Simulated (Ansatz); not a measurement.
`CB[SiH](F)F`, relaxed with RKS PBE0-D4/def2-TZVP in the Gaussian-basis code of Ansatz from a PBE-D4/def2-SVP geometry. The force threshold is 0.005 eV/Å; the program also tests the step.

Charge 0, multiplicity 1.

Start:

```xyz
10

C    -1.247   -0.106    0.933
B    -0.290    0.717    0.030
Si    1.375   -0.109   -0.770
F     1.751   -1.495    0.026
F     1.016   -0.545   -2.313
H    -1.947   -0.525    0.158
H    -0.806   -0.984    1.444
H    -1.893    0.480    1.616
H    -0.590    1.851   -0.306
H     2.631    0.716   -0.817
```

Question: By how much does the energy fall, and how many steps does the optimiser take? (An estimate is asked.)

Answer: The calculation gave: 8.53 kJ/mol, in 14 steps.

Question: Which bonds change most? (Estimate.)

Answer: Ansatz gave: Si3–F5 from 1.643 to 1.598 Å; Si3–F4 from 1.642 to 1.598 Å; B2–H9 from 1.221 to 1.200 Å; Si3–H10 from 1.503 to 1.485 Å.

Question: Give the relaxed structure. (Estimate.)

Answer: Ansatz gave: 
```xyz
10

C    -1.239   -0.084    0.968
B    -0.332    0.660   -0.038
Si    1.362   -0.136   -0.796
F     1.665   -1.572   -0.164
F     1.180   -0.370   -2.367
H    -1.959   -0.590    0.296
H    -0.766   -0.878    1.548
H    -1.845    0.559    1.610
H    -0.662    1.738   -0.448
H     2.594    0.673   -0.610
```
